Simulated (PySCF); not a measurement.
## Atomic charges by several schemes

Species: C3H6F3PSi.
Z-matrix (Å and degrees, GFN2-xTB geometry), rows numbered from 1:
```
C 
P   1  1.8500
Si  2  2.2573  1   99.26
C   2  1.8241  1   97.99  3    97.64
F   4  1.3508  2  119.04  1   -27.76
C   4  1.3279  2  122.19  1   152.36
F   6  1.3276  4  122.02  2    -0.35
F   6  1.3263  4  127.13  2   178.18
H   1  1.0893  2  109.12  3  -170.98
H   1  1.0883  2  107.74  3    71.24
H   1  1.0877  2  112.02  3   -49.47
H   3  1.4608  2  105.94  1   172.52
H   3  1.4656  2  113.04  1    51.34
H   3  1.4630  2  105.14  1   -68.31
```

Density: PBE0/pcSseg-1 (PySCF); schemes: Mulliken, IAO, Hirshfeld and ESP-fitted. Isolated species at its GFN2-xTB geometry (one conformer only).

Problem. Atoms with like bonding are taken together and averaged. Do the Mulliken, IAO, Hirshfeld and ESP-fitted schemes agree on where the charge is lowest?

Solution. All schemes agree: Mulliken C1 (-0.484); IAO C1 (-0.603); Hirshfeld C1 (-0.163); ESP-fitted C1 (-0.248).

Problem. For which atoms does the sign change between the 4 schemes (beyond +0.03 e in one, beyond −0.03 e in another)?

Solution. P2 and C4. Atomic charges aren't observables, and each scheme defines them in its own way.

Problem. What partial charge does each atom carry?

Solution. In e; atoms taken as equivalent share a row and are averaged (×n: the atom named and its like, n in all):

```json
{"atom": "C1", "environment": "sp3 carbon bound to phosphorus", "Mulliken": "-0.484", "IAO": "-0.603", "Hirshfeld": "-0.163", "ESP-fitted": "-0.248"}
{"atom": "P2", "environment": "three-coordinate phosphorus", "Mulliken": "+0.044", "IAO": "+0.257", "Hirshfeld": "+0.065", "ESP-fitted": "-0.210"}
{"atom": "Si3", "environment": "SiH3 silicon", "Mulliken": "+0.405", "IAO": "+0.408", "Hirshfeld": "+0.250", "ESP-fitted": "+0.279"}
{"atom": "C4", "environment": "vinylic C–F carbon", "Mulliken": "-0.115", "IAO": "-0.027", "Hirshfeld": "-0.021", "ESP-fitted": "+0.060"}
{"atom": "F5", "environment": "vinyl fluorine", "Mulliken": "-0.266", "IAO": "-0.263", "Hirshfeld": "-0.074", "ESP-fitted": "-0.150"}
{"atom": "C6", "environment": "=CF2 carbon", "Mulliken": "+0.578", "IAO": "+0.513", "Hirshfeld": "+0.146", "ESP-fitted": "+0.390"}
{"atom": "F7", "environment": "vinyl fluorine", "Mulliken": "-0.233", "IAO": "-0.236", "Hirshfeld": "-0.061", "ESP-fitted": "-0.163"}
{"atom": "F8", "environment": "vinyl fluorine", "Mulliken": "-0.233", "IAO": "-0.230", "Hirshfeld": "-0.065", "ESP-fitted": "-0.149"}
{"atom": "H9/H10/H11", "environment": "methyl hydrogen", "Mulliken": "+0.159", "IAO": "+0.162", "Hirshfeld": "+0.045", "ESP-fitted": "+0.116"}
{"atom": "H12/H13/H14", "environment": "Si–H hydrogen", "Mulliken": "-0.058", "IAO": "-0.102", "Hirshfeld": "-0.071", "ESP-fitted": "-0.052"}
```

Mean size of the charges over all atoms: IAO 0.238 e, Mulliken 0.215 e, ESP-fitted 0.154 e, Hirshfeld 0.085 e. Each set sums to the total charge, 0, to within 0.001 e. The Hirshfeld scheme weights the molecular density at each point by an atom's share of the summed free-atom densities. The Mulliken scheme gives each basis function's population to the atom it is centred on and halves the overlap population of two atoms between them.

Some averages cover members that differ in this geometry: H9/H10/H11, ESP-fitted +0.092 to +0.136 e.

Problem. Sum the charges by element, for elements with more than one atom.

Solution. 
```tsv
element	atoms	Mulliken	IAO	Hirshfeld	ESP-fitted
C	3	-0.021	-0.116	-0.038	+0.201
F	3	-0.731	-0.729	-0.201	-0.462
H	6	+0.303	+0.180	-0.076	+0.192
```

Problem. How closely do the schemes follow one another over all atoms?

Solution. Correlation coefficient and root-mean-square difference: Mulliken with IAO 0.97, 0.074 e; IAO with Hirshfeld 0.93, 0.194 e; Mulliken with ESP-fitted 0.91, 0.129 e; Mulliken with Hirshfeld 0.91, 0.181 e; IAO with ESP-fitted 0.82, 0.174 e; Hirshfeld with ESP-fitted 0.80, 0.116 e.

These values come from a run that also computed NMR shieldings. Rough CPU time on one thread of a shared machine: about 70 s.
